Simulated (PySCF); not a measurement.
# Structure elucidation problem

An unknown has the formula C$_{7}$H$_{11}$ClSi. Its calculated NMR data are:

¹H NMR (400 MHz, computed): δ 4.44 (m, 1H), 4.33 (m, 1H), 3.97 (m, 1H), 3.36 (m, 1H), 2.64 (m, 1H), 2.13 (m, 1H), 1.80 (d, 1H), 1.70 (m, 1H), 1.46 (m, 1H), 0.90 (m, 1H), 0.61 (m, 1H).

¹³C{¹H} NMR (computed): δ 90.2 (C), 81.3 (CH), 67.7 (CH), 35.1 (CH), 30.2 (CH2), 9.9 (CH2), 3.8 (CH2).

Computational details: GIAO PBE0/pcSseg-1 shieldings, coordinates at the GFN2-xTB level, in PySCF (no solvent model, one computed conformer, non-relativistic).

Shifts are taken against calculated references (same method and geometry level): ¹H (σ = 31.72 ppm), ¹³C (σ = 186.93 ppm) vs TMS.

Deduce the structure.

## Answers


1. Rings plus π bonds: 3 (1 ring in the answer).
2. 7 carbon signals for 7 carbons: no two carbons are equivalent.
3. Carbon types of the structure: 1 × C, 3 × CH, 3 × CH2, leaving 2 H on heteroatoms.
4. δC 90.2: alkyne carbon; sp carbons lie upfield of alkene carbons because the cylindrical π system leaves one tensor component strongly shielded.
5. δC 81.3: terminal alkyne carbon; the triple bond shields along its axis, which puts it between sp3 and sp2 carbons.
6. δC 67.7: sp3 CH bonded to Cl; deshielded by the electronegative neighbour.
7. δC 35.1: propargylic sp3 CH; saturated and bonded to C and H only.
8. δC 9.9, 3.8: sp3 CH2 bonded to Si; an electropositive neighbour leaves it electron-rich and shielded.
9. δH 4.33: hydrogen on an sp3 CH bonded to Cl; its carbon carries Cl, which withdraws density.
10. δH 1.80: hydrogen on a terminal alkyne carbon; it lies on the axis of the triple bond, in its shielding cone.

The compound is SMILES C#C[C@@H]1C[SiH2]CC[C@H]1Cl.

The shifts were computed for this structure.

Carbons that carry Cl, above all several Cl atoms, come out too deshielded, partly because spin–orbit coupling is missing. Shifts are as computed. Against solution values, carbons near 30 ppm lie about +3 ppm off and those near 130 ppm about +5 ppm; carbons on Cl a further +6 ppm. Of 1309 compounds with measured shifts, 239 miss one by over three times the rms of a fit or turn the order of signals round; such compounds aren't used in these exercises. No couplings were computed; multiplicities are counted from neighbouring protons, with m where these are inequivalent, close in shift, in a saturated or five-membered ring or joined by F or P, and br s for small geminal =CH2 splittings.
